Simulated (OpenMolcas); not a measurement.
## Multiplet structure of Br3+

```
Program             : OpenMolcas
Method              : RASSCF
Basis               : ANO-RCC-VQZP [7s6p4d2f1g]
Scalar Hamiltonian  : DKH2, point nucleus
Active space        : 4 electrons in 9 orbitals (RAS2 4s 4p; RAS3 4d, at most 2 electrons)
State averaging     : 2S+1 = 3 even, 6 roots; 2S+1 = 1 even, 12 roots; 2S+1 = 5 odd, 1 root; 2S+1 = 3 odd, 9 roots; 2S+1 = 1 odd, 8 roots
Spin-orbit coupling : RASSI with atomic mean-field integrals over the reference wave functions, term energies averaged over their components
```

With spin-orbit coupling, above the lowest level:

```csv
Configuration,Term,J,E (cm⁻¹),g,Term weight %,Second
4s² 4p²,³P,0,0.0,,98,
4s² 4p²,³P,1,2209,1.501,100,
4s² 4p²,³P,2,5011,1.484,97,3 ¹D
4s² 4p²,¹D,2,17653,1.017,97,3 ³P
4s² 4p²,¹S,0,35789,,98,
4s 4p³,⁵S°,2,74806,2.000,100,
4s 4p³,³D°,1,108007,0.513,98,
4s 4p³,³D°,2,108051,1.175,98,2 ³P°
4s 4p³,³D°,3,108622,1.334,100,
4s 4p³,³P°,0,125364,,100,
4s 4p³,³P°,1,125477,1.489,98,
4s 4p³,³P°,2,125546,1.484,95,2 ³D°
4s 4p³,¹D°,2,138016,1.011,98,2 ³P°
```

Spin-orbit coupling puts the lowest level 3822 cm⁻¹ below the lowest spin-free term.

For ³P the intervals divided by the larger J are 2209.3, 1401.0 cm-1. Landé's interval rule makes them equal in pure LS coupling; they differ by 45 % of their mean. The multiplet is regular.

Configurations are named by rounded mean occupations; where the s occupation lies near a half they are strongly mixed, a name can repeat and a true partner stay unpaired. Some terms take much of their weight from 4d, a shell meant for correlation, so their names are nominal. Some terms mix strongly with configurations of 4d, whose occupation reaches 0.54 (4s 4p³ ¹D°). Only configurations of the active space appear. The first state left out of the spin-orbit step lies near 190000 cm-1 above the lowest spin-free state of the reference (among the parities and spins computed), and the list stops at four fifths of that energy or lower.

The term weight is that of the spin-free term in the level, not the purity of its configuration. ° marks odd parity.
